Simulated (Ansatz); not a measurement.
Input for Ansatz (a quantum-chemistry and plane-wave program): R-BLYP/def2-TZVPP on GaH6N3 (SMILES [NH2][Ga]([NH2])[NH2]), a point of a torsion scan.

Ansatz 0.2 input:
```yaml
crystal:
  periodic: [false, false, false]
  atoms:
    - {symbol: N, position_ang: [-0.95553269, 1.55205998, -0.19322098]}
    - {symbol: Ga, position_ang: [0.38575590, 0.33363152, -0.59682529]}
    - {symbol: N, position_ang: [0.41610014, -0.32578015, -2.29652025]}
    - {symbol: N, position_ang: [1.58148766, -0.32686997, 0.62460353]}
    - {symbol: H, position_ang: [-1.80996952, 1.12297828, 0.15478515]}
    - {symbol: H, position_ang: [-0.68673066, 2.23389895, 0.51406840]}
    - {symbol: H, position_ang: [1.22470061, -0.79268834, -2.68646359]}
    - {symbol: H, position_ang: [-0.06001560, 0.19150789, -3.02492844]}
    - {symbol: H, position_ang: [1.74184002, 0.10929945, 1.52374923]}
    - {symbol: H, position_ang: [2.42247333, -0.80704733, 0.33389230]}
basis:
  gaussian:
    orbitals: def2-TZVPP
hamiltonian:
  xc: {name: BLYP}
scf: {lower_state_search: off}
```

The head of its log:

```
WARN ansatz: RAYON_NUM_THREADS=2 ignored (pool sized by the plan → 2); use --threads N
Functional definition: BLYP
these checks for a lower state are left out or cut short: stability, starts, cluster_reference, orbital_swaps, neighbouring_geometries, increment
integrals: 0.14 GiB planned
1187 factors; their error is unknown
mean field: 0.98 GiB planned
mean field evaluation 1: about -56916.9964 eV, gradient 1.4e2 eV
mean field evaluation 2: about -56802.6548 eV, gradient 2.3e2 eV
```

Problem. Give the final energy of this run.

Solution. -2092.8672 hartree.
